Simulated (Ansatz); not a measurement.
Gas-phase electronic energies from Ansatz, PBE0-D4/def2-TZVP geometries. CCSD(T)/CBS is the MP2 limit (def2-TZVPP, def2-QZVPP) plus CCSD(T) − MP2 in def2-TZVPP, frozen cores. This one scheme is used for every species. DFT in def2-TZVPP. Elements past krypton have def2 core potentials. For Ga, I outer-core shells are correlated without core-valence functions, which leaves a few kJ/mol of doubt a bond. Scalar relativity is left out up to krypton. One conformer a species, not always the lowest.

`[OH][GaH][F]` + HI → `[F][GaH][I]` + H₂O  (ligand exchange at a Ga–O bond)

```csv
level,ΔE (kcal/mol)
revPBE-D4,-17.2
B97M-V,-15.6
PBE0-D4,-18.9
PBE-QIDH,-18.2
PBE,-17.0
BHLYP,-17.3
CCSD/def2-SVP,-14.5
HF/CBS(def2),-18.0
```

(1) What does CCSD(T)/CBS give? (Best estimate.)

Largest T1 diagnostic among the species: 0.015.

Answers

(1) Computed: -17.7 kcal/mol. The listed levels differ from it by 0.5, 2.1, -1.2, -0.5, 0.7, 0.4, 3.2, -0.3 kcal/mol.

From r2SCAN to r2SCAN0 (25 % exact exchange), in def2-TZVPP and without D4, ΔE moves by −1.4 kcal/mol. The D4 term adds −0.8 kcal/mol with B3LYP and −0.4 kcal/mol with PBE0; it sums over pairs of atoms, weighted by their polarisabilities, and B3LYP, whose exchange is more repulsive, gets the larger term. In def2-TZVPP, CCSD(T) changes the Hartree–Fock value by +2.7 kcal/mol (the triples alone add +0.1 kcal/mol) and MP2 by +1.6 kcal/mol.

B3LYP here is the variant with VWN-RPA as its local correlation; programs differ in this.
